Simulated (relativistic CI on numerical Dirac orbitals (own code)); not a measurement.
Inner-shell lines of Ti XI

Method of calculation: Dirac-Coulomb-Breit CI, orbitals from a KLI potential per configuration, model QED, valence Slater integrals scaled by 0.85 (own radial code, finite nucleus).

CI space (outside the closed core 2s2 2p6): 1s²3s², 1s3s²3p, 1s3s²4p, 1s3s3p4p, 1s²3s3p, 1s3s3p². Levels of other configurations are missing.

The table holds the strongest lines. The upper levels have an inner-shell vacancy. Auger decay, open to those above the ionisation limit, is not computed, and radiative decays to configurations outside the model are missing too. Absolute energies can be off by a few tenths of a per cent, so close lines can change order. LS names give the leading component, which can be well under half, for lower levels too. Brackets number the levels in order of energy.

| λ (Å) | Upper | Lower | A (s⁻¹) | gA (s⁻¹) |
| --- | --- | --- | --- | --- |
| 2.48837 | 1s3s3p² ¹D2 [19] | 1s²3s3p ¹P°1 [5] | 1.21e+13 | 6.05e+13 |
| 2.4874 | 1s3s3p² ³P1 [14] | 1s²3s3p ³P°2 [4] | 1.64e+13 | 4.93e+13 |
| 2.48724 | 1s3s3p² ³P0 [13] | 1s²3s3p ³P°1 [3] | 4.21e+13 | 4.21e+13 |
| 2.48706 | 1s3s3p² ³P2 [15] | 1s²3s3p ³P°2 [4] | 3.03e+13 | 1.52e+14 |
| 2.48705 | 1s3s3p² ³P1 [14] | 1s²3s3p ³P°1 [3] | 1.05e+13 | 3.14e+13 |
| 2.4869 | 1s3s3p² ³P1 [14] | 1s²3s3p ³P°0 [2] | 1.56e+13 | 4.69e+13 |
| 2.48672 | 1s3s3p² ³P2 [15] | 1s²3s3p ³P°1 [3] | 1.24e+13 | 6.21e+13 |
| 2.48598 | 1s3s²3p ¹P°1 [9] | 1s²3s² ¹S0 [1] | 3.65e+13 | 1.09e+14 |
| 2.48498 | 1s3s3p² ¹P1 [25] | 1s²3s3p ¹P°1 [5] | 5.46e+13 | 1.64e+14 |
| 2.48486 | 1s3s3p² ³D3 [16] | 1s²3s3p ³P°2 [4] | 1.86e+13 | 1.30e+14 |
| 2.48483 | 1s3s3p² ³D2 [17] | 1s²3s3p ³P°2 [4] | 5.80e+12 | 2.90e+13 |
| 2.48449 | 1s3s3p² ³D2 [17] | 1s²3s3p ³P°1 [3] | 1.27e+13 | 6.36e+13 |
| 2.48431 | 1s3s3p² ³D1 [18] | 1s²3s3p ³P°0 [2] | 9.57e+12 | 2.87e+13 |
| 2.48263 | 1s3s3p² ³S1 [20] | 1s²3s3p ³P°2 [4] | 9.49e+12 | 2.85e+13 |
| 2.48055 | 1s3s3p² ³P2 [24] | 1s²3s3p ³P°2 [4] | 5.55e+12 | 2.78e+13 |
| 2.42571 | 1s3s3p4p ³D3 [44] | 1s²3s3p ³P°2 [4] | 9.46e+12 | 6.62e+13 |
| 2.42562 | 1s3s3p4p ³D2 [43] | 1s²3s3p ³P°1 [3] | 6.16e+12 | 3.08e+13 |
| 2.4253 | 1s3s3p4p ¹P1 [62] | 1s²3s3p ¹P°1 [5] | 1.11e+13 | 3.33e+13 |
| 2.42527 | 1s3s3p4p ¹D2 [63] | 1s²3s3p ¹P°1 [5] | 9.89e+12 | 4.94e+13 |
| 2.42491 | 1s3s²4p ¹P°1 [29] | 1s²3s² ¹S0 [1] | 1.05e+13 | 3.14e+13 |
